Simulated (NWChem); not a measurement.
The numbers come from NWChem runs, not from measurements. System: diphosphane (H4P2), charge 0, spin multiplicity 1, at a geometry optimised with B3LYP/def2-SVP. Level: constrained PBE/def2-SVP.

Job file:

```
start mol
memory heap 200 mb stack 900 mb global 1100 mb
geometry units angstroms nocenter noautoz noautosym
  P      1.008557     0.521693     0.000000
  P     -1.008557    -0.521693     0.000000
  H      1.540850    -0.316327     1.031272
  H      1.540850    -0.316327    -1.031272
  H     -1.540850     0.316327     1.031272
  H     -1.540850     0.316327    -1.031272
end
basis spherical
  * library def2-svp
end
dft
  xc xpbe96 cpbe96
  semidirect memsize 60000000 filesize 0
  iterations 100
  convergence nolevelshifting
  cdft 1 1 charge 1.0 pop becke
end
task dft energy
```

Output (cleaned and shortened):

```
             Northwest Computational Chemistry Package (NWChem) 7.3.0
             --------------------------------------------------------

                                NWChem Input Module
                                -------------------

 Scaling coordinates for geometry "geometry" by  1.889725989
 (inverse scale =  0.529177249)

                             Geometry "geometry" -> ""
                             -------------------------

 Output coordinates in angstroms (scale by  1.889725989 to convert to a.u.)

  No.       Tag          Charge          X              Y              Z
 ---- ---------------- ---------- -------------- -------------- --------------
    1 P                   15.0000     1.00855700     0.52169300     0.00000000
    2 P                   15.0000    -1.00855700    -0.52169300     0.00000000
    3 H                    1.0000     1.54085000    -0.31632700     1.03127200
    4 H                    1.0000     1.54085000    -0.31632700    -1.03127200
    5 H                    1.0000    -1.54085000     0.31632700     1.03127200
    6 H                    1.0000    -1.54085000     0.31632700    -1.03127200

 Effective nuclear repulsion energy (a.u.)      87.2530053904

            Nuclear Dipole moment (a.u.)
            ----------------------------
        X                 Y               Z
 ---------------- ---------------- ----------------
     0.0000000000     0.0000000000     0.0000000000


 Summary of "ao basis" -> "" (spherical)
 ------------------------------------------------------------------------------
       Tag                 Description            Shells   Functions and Types
 ---------------- ------------------------------  ------  ---------------------
 *                          def2-svp                  on all atoms

  pbe96 is a nonlocal functional; adding pw91lda local functional.

                                 NWChem DFT Module
                                 -----------------

 Summary of "ao basis" -> "ao basis" (spherical)
 ------------------------------------------------------------------------------
       Tag                 Description            Shells   Functions and Types
[...]
     4     -0.187300  1 P  s                 21      0.179351  2 P  s
     3     -0.178085  1 P  s                 23     -0.176745  2 P  px

 Vector   19  Occ=0.000000D+00  E=-6.797785D-02
              MO Center=  1.1D+00,  2.2D-01,  2.0D-09, r^2= 3.0D+00
   Bfn.  Coefficient  Atom+Function         Bfn.  Coefficient  Atom+Function
  ----- ------------  ---------------      ----- ------------  ---------------
    13      1.014298  1 P  pz                38     -0.761907  3 H  s
    43      0.761907  4 H  s                 37     -0.298770  3 H  s
    42      0.298770  4 H  s                 10      0.246156  1 P  pz
    31     -0.190852  2 P  pz                15      0.170475  1 P  d -1
     7     -0.148336  1 P  pz                17      0.129691  1 P  d  1

 Vector   20  Occ=0.000000D+00  E=-3.098350D-02
              MO Center=  5.3D-01, -1.2D-01, -6.7D-09, r^2= 4.8D+00
   Bfn.  Coefficient  Atom+Function         Bfn.  Coefficient  Atom+Function
  ----- ------------  ---------------      ----- ------------  ---------------
    38      0.813053  3 H  s                 43      0.813053  4 H  s
    12      0.711443  1 P  py                 4     -0.679376  1 P  s
     3     -0.585371  1 P  s                 48      0.487275  5 H  s
    53      0.487275  6 H  s                 29      0.468523  2 P  px
    22     -0.439280  2 P  s                 11     -0.414980  1 P  px

     ---------------------------------------------
      Total Density - Mulliken Population Analysis
     ---------------------------------------------

    Atom       Charge   Shell Charges
 -----------   ------   -------------------------------------------------------
    1 P   15    15.77   2.00  1.98  1.30  0.51  5.92  1.79  2.19  0.07
    2 P   15    14.77   2.00  1.98  1.28  0.50  5.92  1.42  1.57  0.09
    3 H    1     0.78   0.62  0.14  0.01
    4 H    1     0.78   0.62  0.14  0.01
    5 H    1     0.95   0.71  0.22  0.02
    6 H    1     0.95   0.71  0.22  0.02

     -------------------------------------------
      Total Density - Lowdin Population Analysis
     -------------------------------------------

    Atom       Charge   Shell Charges
 -----------   ------   -------------------------------------------------------
    1 P   15    15.41   2.00  1.95  0.96  0.61  5.82  1.80  2.19  0.09
    2 P   15    14.71   2.00  1.95  0.96  0.60  5.80  1.45  1.83  0.13
    3 H    1     0.92   0.56  0.31  0.05
    4 H    1     0.92   0.56  0.31  0.05
    5 H    1     1.02   0.63  0.35  0.05
    6 H    1     1.02   0.63  0.35  0.05

 center of mass
 --------------
 x =   0.00000000 y =   0.00000000 z =   0.00000000

 moments of inertia (a.u.)
 ------------------
          76.958643694678        -109.378926250804           0.000000000000
        -109.378926250804         274.510533792873           0.000000000000
           0.000000000000           0.000000000000         320.848186718289

     Multipole analysis of the density
     ---------------------------------

     L   x y z        total         alpha         beta         nuclear
     -   - - -        -----         -----         ----         -------
     0   0 0 0     -0.000000    -17.000000    -17.000000     34.000000

     1   1 0 0     -0.630019     -0.315010     -0.315010      0.000000
     1   0 1 0     -1.162640     -0.581320     -0.581320      0.000000
     1   0 0 1      0.000000      0.000000      0.000000      0.000000

     2   2 0 0    -18.673111    -80.780146    -80.780146    142.887181
     2   1 1 0     -3.534976    -26.470439    -26.470439     49.405903
     2   1 0 1     -0.000000     -0.000000     -0.000000      0.000000
     2   0 2 0    -24.892639    -27.739686    -27.739686     30.586732
     2   0 1 1     -0.000000     -0.000000     -0.000000      0.000000
     2   0 0 2    -18.889279    -17.040450    -17.040450     15.191621

 Task  times  cpu:        4.2s     wall:        4.2s

 Total times  cpu:        4.2s     wall:        4.2s
```
